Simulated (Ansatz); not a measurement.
Reaction (redistribution): `O[SiH](Cl)[SiH2]F` + `FC[BH][SnH3]` → `F[SiH2][BH][SnH3]` + `O[SiH](Cl)CF`

Gas-phase electronic energies from Ansatz, PBE0-D4/def2-TZVP geometries. CCSD(T)/CBS adds triple-zeta CCSD(T) − MP2 to the extrapolated MP2 energy (def2 sets, frozen cores). Elements past krypton have def2 core potentials. For Sn outer-core shells are correlated without core-valence functions, which leaves a few kJ/mol of doubt a bond. Each species was taken in one conformer, which may not be the lowest.

`O[SiH](Cl)[SiH2]F`:

```xyz
9

O     0.908    1.735   -0.606
Si    0.882    0.099   -0.521
Cl    0.532   -0.735   -2.375
Si   -0.837   -0.660    0.895
F    -2.163    0.159    0.492
H     0.095    2.188   -0.840
H     2.240   -0.304   -0.096
H    -1.111   -2.109    0.727
H    -0.547   -0.372    2.324
```

`FC[BH][SnH3]`:

Z-matrix (Å, degrees):
```
C
B 1 1.544
F 1 1.389 2 115.8
H 1 1.102 2 109.5 3 122.5
H 1 1.102 2 109.5 3 -122.5
Sn 2 2.249 1 121.3 3 0.0
H 2 1.196 1 116.1 3 180.0
H 6 1.710 2 112.4 1 -179.2
H 6 1.708 2 110.6 1 60.5
H 6 1.708 2 110.8 1 -58.8
```

`F[SiH2][BH][SnH3]`:

Z-matrix (Å, degrees):
```
Si
B 1 1.993
F 1 1.608 2 112.3
H 1 1.490 2 110.4 3 119.6
H 1 1.490 2 110.4 3 -119.6
Sn 2 2.247 1 123.2 3 -0.1
H 2 1.197 1 117.6 3 179.9
H 6 1.709 2 113.6 1 -179.1
H 6 1.709 2 109.7 1 59.9
H 6 1.709 2 109.9 1 -58.0
```

`O[SiH](Cl)CF`:

Z-matrix (Å, degrees):
```
Si
Cl 1 2.053
C 1 1.886 2 107.6
O 1 1.630 2 111.3 3 -120.8
H 1 1.476 2 108.5 3 121.3
F 3 1.394 1 108.6 2 -72.4
H 3 1.094 1 112.6 2 47.7
H 3 1.096 1 110.7 2 169.1
H 4 0.960 1 117.4 2 68.1
```

```tsv
species	CCSD(T)/CBS(def2) energy (Eh)
`O[SiH](Cl)[SiH2]F`	-1215.46540
`FC[BH][SnH3]`	-380.21599
`F[SiH2][BH][SnH3]`	-631.29744
`O[SiH](Cl)CF`	-964.37760
```

Q: Work out ΔE.

A: ΔE = (-631.29744) + (-964.37760) − (-1215.46540) − (-380.21599) = 0.00635 Eh = +0.17 eV.

Largest T1 diagnostic among the species: 0.014.
